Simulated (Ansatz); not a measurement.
Reaction (ligand exchange at a Ga–O bond): `[OH][Ga]([OH])[OH]` + HCl → `[OH][Ga]([OH])[Cl]` + H₂O

Gas-phase electronic energies from Ansatz, PBE0-D4/def2-TZVP geometries. CCSD(T)/CBS adds triple-zeta CCSD(T) − MP2 to the extrapolated MP2 energy (def2 sets, frozen cores). This one scheme is used for every species. DFT in def2-TZVPP. HSE06 is defined as in plane-wave codes. For Ga outer-core shells are correlated without core-valence functions, which leaves a few kJ/mol of doubt a bond. Scalar relativity is left out up to krypton. One conformer a species, not always the lowest.

`[OH][Ga]([OH])[OH]`:

Cartesian coordinates in Å:
```
O -0.969 0.577 -1.369
Ga 0.000 0.001 0.000
O 1.771 -0.015 -0.110
O -0.802 -0.562 1.480
H -0.437 0.857 -2.118
H 2.196 -0.345 0.684
H -1.759 -0.512 1.433
```

HCl:

Z-matrix (Å, degrees):
```
Cl
H 1 1.279
```

`[OH][Ga]([OH])[Cl]`:

Z-matrix (Å, degrees):
```
Ga
O 1 1.766
Cl 1 2.121 2 119.0
O 1 1.772 2 119.7 3 180.0
H 2 0.961 1 112.5 3 -180.0
H 4 0.960 1 113.7 2 180.0
```

H₂O:

Z-matrix (Å, degrees):
```
O
H 1 0.960
H 1 0.960 2 105.1
```

| level | ΔE (kcal/mol) |
| --- | --- |
| r2SCANh-D4 | -14.9 |
| ωB97X-V | -14.0 |
| PBE-QIDH | -14.9 |
| HSE06 | -15.2 |

**Question.** What does CCSD(T)/CBS give? (Estimate.)

**Answer.** Ansatz gave: -14.1 kcal/mol. The listed levels differ from it by -0.8, 0.1, -0.8, -1.1 kcal/mol.

Largest T1 diagnostic among the species: 0.014.

In def2-TZVPP, CCSD(T) changes the Hartree–Fock value by +2.6 kcal/mol (the triples alone add +0.1 kcal/mol) and MP2 by +2.3 kcal/mol. From PBE to PBE0 (25 % exact exchange), in def2-TZVPP and without D4, ΔE moves by −1.1 kcal/mol.
